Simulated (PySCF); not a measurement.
Cu⁺: excitation energy

Cu⁺ [Ar] 3d10 (1S) → Cu⁺ [Ar] 3d9 4p1 (high-spin determinant), as a difference of total energies. Calculation: PySCF 2.14, in def2-TZVPPD (6s6p4d2f1g, 67 functions); the non-relativistic Hamiltonian (point nucleus). Correlated levels: valence: [Ar] frozen; valence and next inner shell: [Ne] frozen. The calculations carry no spin-orbit coupling.

```csv
method,excitation energy (cm⁻¹)
UHF,49747
LDA,72862
PBE,68722
PBE0,65544
r2SCAN,65172
MN15,70521
PBEsol,69842
TPSSh,66223
MP2 (valence),74321
MP2 (valence and next inner shell),79274
SCS-MP2 (valence and next inner shell),75594
```

**Question.** Estimate what SCS-MP2 (valence) gives.

**Answer.** 71717 cm⁻¹, closest to LDA among the rows shown.

**Question.** Estimate what BP86 gives.

**Answer.** 68763 cm⁻¹, closest to PBE among the rows shown.

A first-order spin-orbit estimate (lowest level to lowest level, LS coupling) adds -0.079 eV.

The determinant of the upper state mixes LS terms, which raises its energy above the lowest term, most at the Hartree-Fock and MP2 levels.
